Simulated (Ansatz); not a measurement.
`F[P+](F)(F)[Cu-][Cl]`. Charge 0, multiplicity 1.

```xyz
6

F    -1.1213   -1.5234    0.5394
P    -0.1844   -0.2950    0.5980
F     0.9377   -0.8636    1.4967
F    -0.9424    0.5634    1.6366
Cu    0.3772    0.6175   -1.2366
Cl    0.9332    1.5011   -3.0341
```

What are the harmonic wavenumbers in cm⁻¹ at PBE0-D4/def2-TZVP (Ansatz, finite differences of forces, unscaled)? (Best estimate.)

The calculation gave: 58, 58, 184, 184, 221, 364, 364, 424, 521, 932, 944, 944.

Is this a minimum?

Yes, all 12 modes are real.

Give the ideal-gas thermochemistry at 298.15 K and 1 bar (rigid rotor, harmonic oscillator; point group C3v, symmetry number 3).

Zero-point energy 31.1 kJ/mol; H(298) − E = 53.3 kJ/mol; entropy 369.1 J/(mol·K), of which translation 174.1, rotation 113.0, vibration 82.0; G(298) − E = -56.8 kJ/mol. Modes under 100 cm⁻¹ are hindered rotations or soft bends, so the harmonic entropy is rough.

And at 400, 500, 600, 800 and 1000 K?


```csv
T (K),H − E (kJ/mol),S (J/mol/K),G − E (kJ/mol)
400,64.2,400.6,-96.0
500,75.7,426.2,-137.4
600,87.7,448.0,-181.2
800,112.5,483.7,-274.5
1000,137.9,512.1,-374.2
```
